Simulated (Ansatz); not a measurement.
`CC(F)[SiH2][CH2][InH2]`, relaxed with RKS PBE0-D4/def2-TZVP in Ansatz from a GFN2-xTB geometry. The force threshold is 0.005 eV/Å; the program also tests the step.

Total charge 0; spin multiplicity 1. In takes the def2 core potential.

Start:

```xyz
16

C    -1.809    0.466   -0.297
C    -0.989    0.069    0.909
F    -0.158    1.185    1.241
Si    0.184   -1.437    0.605
C     1.373   -0.891   -0.749
In    1.716    1.308   -0.469
H    -2.411    1.350   -0.090
H    -2.466   -0.354   -0.573
H    -1.141    0.691   -1.133
H    -1.626   -0.062    1.788
H     0.853   -1.691    1.888
H    -0.715   -2.549    0.258
H     0.954   -1.063   -1.743
H     2.313   -1.440   -0.689
H     0.973    2.479   -1.496
H     2.951    1.938    0.550
```

Task: How much energy does the relaxation release, and in how many steps? (Estimate.)

Result: The calculation gave: 2.57 kcal/mol, in 12 steps.

Task: Which bonds change most? (Estimate.)

Result: Computed: C5–In6 from 2.243 to 2.187 Å; Si4–C5 from 1.882 to 1.845 Å; Si4–H12 from 1.472 to 1.493 Å; C2–Si4 from 1.934 to 1.914 Å.

Task: Give the relaxed structure. (Estimate.)

Result: Computed: 
```xyz
16

C    -1.956    0.404   -0.259
C    -0.995    0.105    0.859
F    -0.161    1.268    1.039
Si    0.203   -1.354    0.544
C     1.406   -0.810   -0.745
In    1.855    1.306   -0.426
H    -2.532    1.310   -0.055
H    -2.655   -0.430   -0.366
H    -1.437    0.533   -1.212
H    -1.524    0.005    1.810
H     0.890   -1.644    1.832
H    -0.661   -2.521    0.195
H     1.006   -0.937   -1.753
H     2.330   -1.388   -0.663
H     1.230    2.420   -1.587
H     3.002    1.733    0.786
```
